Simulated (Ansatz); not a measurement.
# Worked example: C2H3Cl + SiH3(SnH3) → C2H6Si + SnH3Cl

Species: C2H3Cl `C=CCl`, singlet; SiH3(SnH3), singlet; C2H6Si (vinylsilane) `C=C[SiH3]`, singlet; SnH3Cl `[Cl][SnH3]`, singlet. The partners trade Cl for SiH3: C–Cl and Sn–SiH3 bonds give way to C–SiH3 and Sn–Cl.

Shapes, held fixed at every level: PBE0-D4/def2-TZVP. Programs: Ansatz 0.2.0. The zero-point and thermal change to 298 K, harmonic and unscaled (PBE0-D4/def2-TZVP), is +1.7 kJ/mol.

At CCSD(T)/def2-TZVPP; 1 Eh = 2625.50 kJ/mol:

```
   species  energy (Eh)
    C2H3Cl  -537.569288
SiH3(SnH3)  -506.285385
    C2H6Si  -368.694162
    SnH3Cl  -675.203811
```

Question: Work out ΔH(298 K) of the reaction at this level.

Answer: 
1. Products less reactants: (-368.694162) + (-675.203811) − [(-537.569288) + (-506.285385)] = -0.043300 Eh = -113.7 kJ/mol.
2. With the thermal change: -113.7 + (+1.7) = -112.0 kJ/mol.

Other levels give -139.4 (HF/def2-TZVPP) to -84.9 kJ/mol (SPW92/def2-TZVPP). No measured value is set beside it here. For atoms past krypton def2 sets carry core potentials with scalar relativity. Correlated rows may include outer-core shells of Sn, which these sets cover unevenly.
